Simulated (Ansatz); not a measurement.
NbO4²⁻, that is [NbO4]3- with one electron fewer. The state is a doublet with charge -2. Geometry PBE-D4/def2-SVPD, that of the charge -3 singlet.

```xyz
5

Nb    0.000    0.000    0.000
O    -0.053    0.957    1.636
O    -1.766   -0.441   -0.532
O     1.006   -1.591    0.231
O     0.813    1.074   -1.336
```

In the def2 sets Nb takes a core potential; there is no spin–orbit coupling. A multiply charged anion in the gas phase is held together partly by the finite basis. Removing one electron lowers the energy by 5.93 eV at PBE0-D4/def2-TZVPD, so it isn't bound. At PBE-D4/def2-TZVPD, r2SCAN-D4/def2-TZVPD, PBE0-D4/def2-TZVPD the highest occupied level of the charge -2 doublet lies above zero (up to 3.64 eV). The electron is either unbound and held by the finite basis, or the level is raised by self-interaction error.

(1) Estimate the α-spin orbital energies around the gap (eV) in Ansatz with PBE-D4/def2-TZVPD, r2SCAN-D4/def2-TZVPD, PBE0-D4/def2-TZVPD.

## Answers

(1) 
```tsv
orbital	PBE-D4/def2-TZVPD	r2SCAN-D4/def2-TZVPD	PBE0-D4/def2-TZVPD
HOMO−5	2.73	2.38	0.63
HOMO−4	2.73	2.38	0.98
HOMO−3	2.92	2.52	0.98
HOMO−2	3.00	2.72	1.67
HOMO−1	3.35	3.05	2.37
HOMO	3.35	3.05	2.37
LUMO	6.56	7.03	6.99
LUMO+1	6.86	7.28	7.22
LUMO+2	6.86	7.28	7.22
LUMO+3	6.86	7.29	7.32
LUMO+4	8.61	8.94	9.19
LUMO+5	8.68	9.03	9.19
β HOMO	3.64	3.52	2.46
β LUMO	3.74	3.78	4.43
```
